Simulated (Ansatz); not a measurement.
Mulliken charges of `O=COC(F)(F)F` from r2SCAN/def2-TZVPP in Ansatz (PBE0-D4/def2-TZVP geometry).

| atom | x (Å) | y (Å) | z (Å) | charge (e) |
| --- | --- | --- | --- | --- |
| O1 | 0.883 | -0.998 | 1.311 | -0.250 |
| C2 | 0.001 | -1.249 | 0.565 | 0.267 |
| O3 | -0.538 | -0.399 | -0.362 | -0.237 |
| C4 | -0.038 | 0.878 | -0.471 | 0.587 |
| F5 | -0.729 | 1.471 | -1.428 | -0.154 |
| F6 | -0.189 | 1.562 | 0.651 | -0.150 |
| F7 | 1.241 | 0.877 | -0.807 | -0.150 |
| H8 | -0.539 | -2.201 | 0.485 | 0.087 |

**Question.** By hand: the dipole of these point charges (1 e Å = 4.8032 D).

**Answer.** Σ q r = (-0.208, -0.258, -0.082) e Å, of length 0.341 e Å = 1.64 D.

**Question.** How does the dipole of the full density compare? (Estimate.)

**Answer.** Ansatz gave: (-0.269, -0.282, -0.132) e Å, 1.98 D; the point charges give 0.83 times that, at 7° from its direction.

Point charges leave out the atoms' own dipoles, such as those of lone pairs, and Mulliken's split depends on the basis, so the two needn't agree.
